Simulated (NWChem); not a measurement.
Program: NWChem. System: H6B2, charge 0, spin multiplicity 1, at a geometry optimised with B3LYP/def2-SVP. The structure started from a generated list of species. Level: MP2/def2-TZVP, 2 core orbitals frozen.

The NWChem input:

```
start mol
memory heap 200 mb stack 900 mb global 1100 mb
geometry units angstroms nocenter noautoz
  B      0.000000     0.000000    -0.888533
  B      0.000000     0.000000     0.888533
  H      0.000000     0.988328     0.000000
  H      1.049361     0.000000    -1.473478
  H     -1.049361     0.000000    -1.473478
  H      0.000000    -0.988328     0.000000
  H      1.049361     0.000000     1.473478
  H     -1.049361     0.000000     1.473478
  symmetry group D2h
end
basis spherical
  * library def2-tzvp
end
scf
  rhf
  nopen 0
  maxiter 100
  thresh 1e-7
  semidirect memsize 60000000 filesize 0
end
mp2
  freeze core 2
end
task mp2 energy
```

Part of the output:

```
             Northwest Computational Chemistry Package (NWChem) 7.3.0
             --------------------------------------------------------

                                NWChem Input Module
                                -------------------

 Scaling coordinates for geometry "geometry" by  1.889725989
 (inverse scale =  0.529177249)

 Turning off AUTOSYM since
 SYMMETRY directive was detected!

                             Geometry "geometry" -> ""
                             -------------------------

 Output coordinates in angstroms (scale by  1.889725989 to convert to a.u.)

  No.       Tag          Charge          X              Y              Z
 ---- ---------------- ---------- -------------- -------------- --------------
    1 B                    5.0000     0.00000000     0.00000000    -0.88853300
    2 B                    5.0000     0.00000000     0.00000000     0.88853300
    3 H                    1.0000     0.00000000     0.98832800     0.00000000
    4 H                    1.0000     1.04936100     0.00000000    -1.47347800
    5 H                    1.0000    -1.04936100     0.00000000    -1.47347800
    6 H                    1.0000     0.00000000    -0.98832800     0.00000000
    7 H                    1.0000     1.04936100     0.00000000     1.47347800
    8 H                    1.0000    -1.04936100     0.00000000     1.47347800

 Effective nuclear repulsion energy (a.u.)      31.7896694091

            Nuclear Dipole moment (a.u.)
            ----------------------------
        X                 Y               Z
 ---------------- ---------------- ----------------
     0.0000000000     0.0000000000     0.0000000000

      Symmetry information
      --------------------

 Group name             D2h
 Group number             26
 Group order               8
 No. of unique centers     3

      Symmetry unique atoms

     1    3    4


 Summary of "ao basis" -> "" (spherical)
 ------------------------------------------------------------------------------
       Tag                 Description            Shells   Functions and Types
 ---------------- ------------------------------  ------  ---------------------
[...]
     1   1 0 0      0.000000      0.000000      0.000000
     1   0 1 0     -0.000000      0.000000      0.000000
     1   0 0 1      0.000000      0.000000      0.000000

     2   2 0 0    -13.623544      0.000000     15.729231
     2   1 1 0     -0.000000      0.000000      0.000000
     2   1 0 1     -0.000000      0.000000      0.000000
     2   0 2 0    -11.207518      0.000000      6.976376
     2   0 1 1      0.000000      0.000000      0.000000
     2   0 0 2    -14.227336      0.000000     59.206313

                   NWChem MP2 Semi-direct Energy/Gradient Module
                   ---------------------------------------------

  Basis functions       =     98
  Molecular orbitals    =     98
  Frozen core           =      2
  Frozen virtuals       =      0
  Active alpha occupied =      6
  Active beta occupied  =      6
  Active alpha virtual  =     90
  Active beta virtual   =     90
  Use MO symmetry       = T
  Use skeleton AO sym   = T

  AO/Fock/Back tols     =   1.0D-09  1.0D-09  1.0D-09

 GA uses MA = F    GA memory limited = T

 Available:
  local mem=  1.26D+08
 global mem=  1.44D+08
 local disk=  0.00D+00
  mp2_memr nvloc                    90
  nvloc new                    90
   1 passes of   6:        4194304                      46581                   8910084.
   1 passes of   6: M    126140626           G      144159992           F     121946322.

 Semi-direct pass number   1 of   1  for RHF alpha+beta  at        0.7s
  vrange nnbf                  4844
  mp2_eaftype                    33  avail_ma_in_mb                  1099
 EAF : mp2_eaftype filesize          33    4455042.
  mp2_eaf for mointskh                     33
Node 0 wrote     20.9 Mb in      0.0 s     Agg I/O rate:  2117.8 Mb/s
 Done moints_semi at        2.3s
  mp2_eaftype                    33  avail_ma_in_mb                  1066
 EAF : mp2_eaftype filesize          33    4455042.
  mp2_eaf for kh                    33
 Done maket at        2.3s
 Done multipass loop at        2.3s

          -------------------------------------------
          SCF energy                 -52.834418271453
          Correlation energy          -0.247432625063
          Singlet pairs               -0.188922626360
          Triplet pairs               -0.058509998703
          Total MP2 energy           -53.081850896516
          -------------------------------------------

          ---------------------------------------------------
                    Spin Component Scaled (SCS) MP2
          Same spin pairs                     -0.039006665802
          Same spin scaling factor             0.333333333333
          Opposite spin pairs                 -0.208425959261
          Opposite spin scaling fact.          1.200000000000
          SCS-MP2 correlation energy          -0.263113373048
          Total SCS-MP2 energy               -53.097531644500
          ---------------------------------------------------

 -----------------------
 Performance information
 -----------------------

 Timer overhead =  1.05D-07 seconds/call

               Nr. of calls         CPU time (s)                 Wall time (s)                GFlops
             ---------------    -------------------     ------------------------------   -------------------
Name         Min   Avg   Max    Min     Avg     Max     Min     Avg     Max   Mx/calls   Min     Max     Sum
mp2: moin     1     1     1    1.6     1.6     1.6      1.6     1.6     1.6     1.6      0.0     0.0     0.0
mp2: make     1     1     1   6.11E-2 6.11E-2 6.11E-2  6.11E-2 6.11E-2 6.11E-2 6.11E-2   0.0     0.0     0.0
mp2: tota     1     1     1    1.7     1.7     1.7      1.7     1.7     1.7     1.7      0.0     0.0     0.0

 The average no. of pstat calls per process was 3.00D+00
 with a timing overhead of 3.15D-07s

 Task  times  cpu:        2.3s     wall:        2.3s

 Total times  cpu:        2.3s     wall:        2.3s
```
